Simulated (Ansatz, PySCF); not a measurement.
Gas-phase reaction in SMILES: F[SiH2][SiH2] -> F[SiH2][SiH2-] (an electron is taken up)
Structures are relaxed separately at B3LYP-D3(BJ)/def2-TZVP in Ansatz (a first-principles code), one conformer each, not searched for the lowest.
Geometry of the first species:
```
Si
F 1 1.6118
H 1 1.4804 2 108.21
H 1 1.4822 3 109.66 2 -115.93
Si 1 2.3332 3 109.55 4 -125.38
H 5 1.4844 1 115.44 3 166.44
H 5 1.4849 6 110.09 1 129.01
```
Charge 0, spin multiplicity 2.

Quantity: adiabatic electron affinity (0 K, with B3LYP-D3(BJ) harmonic zero-point energies from PySCF), positive where the reaction releases energy, in eV. Correlated levels leave the core frozen unless marked. UHF or UKS for open shells. Spin-orbit coupling is left out. No relativistic terms. Anions need diffuse functions: aug- sets have them; def2-D sets add few; the other sets have none. Basis-set limits of correlation are two-point, X^-3; Hartree-Fock from the larger set. [CCSD(T)-MP2]/basis is that difference in the basis named.

| level | program | adiabatic electron affinity (eV) | minus last row |
|---|---|---|---|
| HF/cc-pV(Q+d)Z | Ansatz | 0.70 | -1.33 |
| PBE0-D3(BJ)/def2-TZVPD | Ansatz + dftd3 | 1.94 | -0.09 |
| HSE06-D4/def2-TZVPD | Ansatz + dftd4 | 1.97 | -0.06 |
| SCS-MP2/aug-cc-pV(D+d)Z | Ansatz | 1.84 | -0.19 |
| CCSD/cc-pwCVTZ | Ansatz | 1.76 | -0.27 |
| RI-MP2/CBS(aug-cc-pV(T+d)Z,aug-cc-pV(Q+d)Z)+[CCSD(T)-MP2]/aug-cc-pV(Q+d)Z | Ansatz | 2.05 | 0.02 |
| CCSD(T)/CBS(aug-cc-pV(T+d)Z,aug-cc-pV(Q+d)Z) | Ansatz | 2.03 | 0.00 |
